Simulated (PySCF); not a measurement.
A structure optimised at B3LYP-D3(BJ)/def2-SVP, used in a PySCF frequency run:

```
Si
O 1 1.6503
H 2 0.9649 1 116.94
O 1 1.6592 2 109.26 3 46.95
H 4 0.9639 1 116.99 2 -133.78
C 1 1.8497 2 107.52 3 171.15
H 6 1.1005 1 110.78 2 176.12
H 6 1.1007 7 108.45 1 121.33
H 6 1.1014 7 108.58 8 117.65
Cl 1 2.0950 2 110.63 3 -69.55
```

### Question
Write its SMILES and formula.

### Answer
C[Si](O)(O)Cl, CH5ClO2Si

### Question
What are its rotational constants (standard atomic weights)?

### Answer
3.5999, 2.3267, 2.2193 GHz
